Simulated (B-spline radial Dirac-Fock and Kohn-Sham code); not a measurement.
## Photoionisation of bismuth ions at Al Kα (taken as 1486.9 eV)

Level of theory: the independent-particle Dirac-Slater model, thresholds from Dirac-Fock; an atomic code on a B-spline grid. Cross sections in kb; a dash marks an empty subshell or a threshold above the photon energy.

```
 ion           configuration  total    4s  4d5/2    5s    6s  6p1/2
 Bi⁺  [Xe] 4f14 5d10 6s2 6p2  876.2  28.1    187  7.80  1.18  0.283
Bi²⁺  [Xe] 4f14 5d10 6s2 6p1  876.2  28.1    187  7.80  1.26  0.164
Bi³⁺      [Xe] 4f14 5d10 6s2  876.1  28.1    187  7.80  1.34      –
```

Values without a named source are computed, but for edge energies of neutral atoms, which are taken from tables.
